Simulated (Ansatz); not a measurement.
Consider the hydrogenolysis of the Sn–Si bond: `[SiH3][SnH2][SiH3]` + H₂ → `[SiH3][SnH3]` + SiH₄.

Isolated molecules relaxed with PBE0-D4/def2-TZVP in Ansatz; ΔE leaves out vibrations. CBS: MP2 limit from def2 TZ/QZ plus the TZ coupled-cluster correction, frozen cores. This one scheme is used for every species. DFT in def2-TZVPP. HSE06 is defined as in plane-wave codes. Elements past krypton have def2 core potentials. For Sn outer-core shells are correlated without core-valence functions, which leaves a few kJ/mol of doubt a bond.

**Question.** Is it downhill or uphill in electronic energy at CCSD(T)/CBS, and by how much? (An estimate is asked.)

**Answer.** The calculation gave: Uphill: ΔE = +3.5 kcal/mol.

**Question.** What do these levels give: ωB97X-V, HSE06, RPA@PBE/def2-TZVPP, MP2/def2-QZVPP, SCS-MP2/def2-QZVPP, CCSD/CBS(def2)? (An estimate is asked.)

**Answer.** Computed: ωB97X-V 1.3, HSE06 2.6, RPA@PBE/def2-TZVPP 0.4, MP2/def2-QZVPP 4.3, SCS-MP2/def2-QZVPP 2.1, CCSD/CBS(def2) 2.3 kcal/mol.

Largest T1 diagnostic among the species: 0.013.

From BLYP to BHLYP (50 % exact exchange), in def2-TZVPP and without D4, ΔE moves by −1.9 kcal/mol. The D4 term adds +2.3 kcal/mol with B3LYP and +1.3 kcal/mol with PBE0; it sums over pairs of atoms, weighted by their polarisabilities, and B3LYP, whose exchange is more repulsive, gets the larger term.

B3LYP here is the variant with VWN-RPA as its local correlation; programs differ in this.
